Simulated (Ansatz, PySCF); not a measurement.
Bond stretch in SMILES [SiH2](F)F. The Si1–F5 bond (Si1 also carries F, H, H; F5 carries nothing else) is varied alone, starting from the PBE0/def2-TZVP optimised geometry.

Levels of theory: RKS-PBE = restricted PBE/cc-pVDZ (Ansatz, a program for electronic structure); UKS-PBE = unrestricted PBE/cc-pVDZ run with Ansatz; RKS-PBE0 = restricted PBE0/cc-pVDZ (PySCF); UCCSD(T) = CCSD(T) on UHF/cc-pVDZ, 7 core orbitals frozen (PySCF).

Energies relative to the lowest point of each curve near equilibrium, in kJ/mol; the last columns give the difference from UCCSD(T):

```tsv
R / Å	RKS-PBE	UKS-PBE	RKS-PBE0	UCCSD(T)	RKS-PBE − UCCSD(T)	UKS-PBE − UCCSD(T)	RKS-PBE0 − UCCSD(T)
1.20	755.7	755.7	732.2	751.4	4.4	4.4	-19.1
1.27	461.4	461.4	441.8	455.3	6.2	6.2	-13.5
1.36	222.6	222.6	208.0	216.3	6.3	6.3	-8.3
1.42	124.3	124.3	112.9	118.7	5.7	5.7	-5.7
1.48	60.6	60.6	52.4	56.0	4.6	4.6	-3.6
1.54	22.8	22.8	17.7	19.6	3.1	3.1	-2.0
1.59	6.2	6.2	3.7	4.5	1.7	1.7	-0.9
1.64	0.0	0.0	0.0	0.0	0.0	0.0	0.0
1.69	1.9	1.9	4.4	3.7	-1.9	-1.9	0.6
1.74	9.9	9.9	14.9	13.8	-4.0	-4.0	1.0
1.83	35.3	35.3	44.7	43.5	-8.1	-8.1	1.2
1.97	91.1	91.1	107.1	106.4	-15.3	-15.3	0.7
2.15	172.9	172.9	196.8	197.6	-24.7	-24.7	-0.8
2.38	273.5	273.5	306.8	310.9	-37.3	-37.3	-4.1
2.65	373.7	373.7	417.0	425.8	-52.0	-52.0	-8.7
2.86	437.0	437.0	487.6	494.9	-58.0	-58.0	-7.3
3.17	509.7	502.0	570.7	560.4	-50.7	-58.4	10.3
3.52	567.9	543.6	639.6	585.9	-18.0	-42.3	53.8
3.91	610.5	569.4	692.3	593.2	17.3	-23.8	99.1
4.29	636.7	583.5	726.2	595.3	41.5	-11.8	130.9
4.75	655.8	592.9	752.3	596.0	59.9	-3.1	156.3
5.60	672.0	600.2	777.3	596.2	75.8	4.0	181.1
```

RKS-PBE is furthest from UCCSD(T) at 5.60 (75.8 kJ/mol, above); its mean absolute difference over the points is 22.6 kJ/mol.

UKS-PBE is furthest from UCCSD(T) at 3.17 (-58.4 kJ/mol, below); its mean absolute difference over the points is 17.1 kJ/mol.

RKS-PBE0 is furthest from UCCSD(T) at 5.60 (181.1 kJ/mol, above); its mean absolute difference over the points is 32.2 kJ/mol.

The restricted form behind RKS-PBE, RKS-PBE0 keeps the bonding electrons paired and can't separate into open-shell fragments. The unrestricted determinant behind UKS-PBE is spin-contaminated at 3.17 to 5.60 Å (<S²> up to 0.8, against 0.00 for a pure singlet). At the longest distance RKS-PBE0 leaves fractional charges on the fragments, a sign of delocalisation error or of the restricted form. The unrestricted determinant behind UCCSD(T) is spin-contaminated at 2.38 to 5.60 Å (<S²> up to 1.0, against 0.00 for a pure singlet).
